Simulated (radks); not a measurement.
Polarisability of neutral lutetium, [Xe] 4f14 5d1 6s2, at imaginary frequency. Method: scalar-relativistic Kohn-Sham, LDA (Slater exchange, Perdew-Wang correlation), spin-unpolarised, spherical densities, finite nucleus; Fermi nuclear charge, rms radius 5.37 fm; computed with a radial shooting solver on a logarithmic mesh with Libxc functionals. Response by self-consistent Sternheimer equations with the Hartree and adiabatic LDA kernel, the relativistic mass of each level held fixed and spin-orbit coupling left out.

w (hartree)  alpha1(iw) (bohr^3)
0.00266                    138.2
0.0143                     126.2
0.0360                     105.5
0.0697                     87.78
0.118                      67.37
0.186                      46.26
0.280                      29.34
0.413                      17.97
0.605                      10.96
0.892                      6.714
1.35                       4.035
2.12                       2.257
3.59                       1.098
6.94                      0.4234
17.5                      0.1015

Static values: alpha1 = 138.8 bohr^3 (20.57 angstrom^3; uncoupled 303.4). C6 = 1573, triple-dipole C9 = 133800 atomic units. One-pole (London) frequency 4 C6 / (3 alpha1^2) = 0.109 hartree, against 0.070 for minus the highest occupied eigenvalue. Recommended static value: 137 bohr^3 (Schwerdtfeger and Nagle, 2023 table).

Beside tabulated values, note that spin-unpolarised runs miss the spin-polarisation part of the exchange energy of open shells.
